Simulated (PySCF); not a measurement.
# Hartree-Fock beside MP2: BGeH3O

These are calculations, not measurements. They come from PySCF 2.14.0, an open-source quantum chemistry program, on an isolated molecule that a program drew, which may never have been made. The molecule is BGeH3O (charge 0, singlet), drawn as the SMILES string `O=[B][GeH3]`.

The geometry was optimised and harmonic frequencies were computed with HF and MP2, all in the cc-pVDZ basis, for the commonest isotopes, with a restricted reference for singlets and an unrestricted one otherwise, and a frozen core in MP2. Germanium has the cc-pVDZ-PP basis, with a core potential (ECP10MDF) in place of its 10 inner electrons, and its 3s, 3p and 3d shells are frozen in MP2. Each result is a local minimum of its method.

Geometry at the HF minimum:
```xyz
6
BGeH3O, angstrom
O    -0.9278    0.5791   -0.2320
B     0.1727    0.1659   -0.3906
Ge    2.0884   -0.5537   -0.6668
H     2.0415   -1.6531   -1.7221
H     2.5895   -1.1085    0.6621
H     2.9717    0.5984   -1.1331
```

Lengths of the bonds as drawn, in Å (atoms numbered as above):
```
  bond     HF    MP2
 O1-B2  1.186  1.221
B2-Ge3  2.065  2.053
Ge3-H4  1.525  1.530
Ge3-H5  1.525  1.530
Ge3-H6  1.525  1.530
```

Rotational constants, in GHz:
```
constant,HF,MP2
A,79.83,79.62
B,3.005,2.976
C,3.005,2.976
```

Harmonic frequencies in cm^-1, each column in rising order, so a row needn't be the same motion in every method:
| rank | HF | MP2 |
|---|---|---|
| 1 | 296 | 271 |
| 2 | 296 | 272 |
| 3 | 430 | 427 |
| 4 | 630 | 592 |
| 5 | 630 | 592 |
| 6 | 899 | 846 |
| 7 | 963 | 915 |
| 8 | 963 | 915 |
| 9 | 2137 | ? |
| 10 | 2258 | 2220 |
| 11 | 2258 | 2221 |
| 12 | 2270 | 2221 |

**Estimate the missing MP2 frequency from the HF column.**

A single factor s that minimises the squared misfit of MP2 against s times HF over the other rows is sum(HF x MP2) / sum(HF^2) = 0.9747, with an rms misfit of 20 cm^-1. For rank 9 it gives 0.9747 x 2137 = 2083 cm^-1. The calculation gives 1921 cm^-1, 162 cm^-1 below the estimate. The drawn bonds are on average 0.7 % longer in MP2 than in HF.
